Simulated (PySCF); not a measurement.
AlBH4O4, SMILES O[B](O)[Al]([OH])[OH].

Geometry: ωB97X-D3(BJ)/def2-SVP. The structure was generated by enumeration; whether it is a known compound was not checked. Other conformers were not sampled.

Two levels are set side by side: PBE/def2-TZVP (PySCF) and B3LYP/def2-TZVP (PySCF). Same geometry, gas phase. Differences are taken from unrounded values.

| quantity | B3LYP | PBE | PBE minus B3LYP |
|---|---|---|---|
| orbital gap (eV) | 7.65 | 5.98 | -1.67 |
| highest occupied level (eV) | -7.87 | -6.82 | 1.04 |
| lowest empty level (eV) | -0.21 | -0.84 | -0.63 |
| dipole moment (D) | 0.88 | 0.95 | 0.07 |
| mean polarisability (bohr³) | 53.3 | 56.8 | 3.5 |

PBE's occupied levels lie high since its potential decays too fast outside the molecule; exact exchange lowers them and widens the gap. PBE's more diffuse valence density responds more strongly to a field. Differences between two approximate levels are no errors against the true value.

Rough cost on one machine, each run with all the roots and properties that it gave: B3LYP against PBE within a factor of 2.
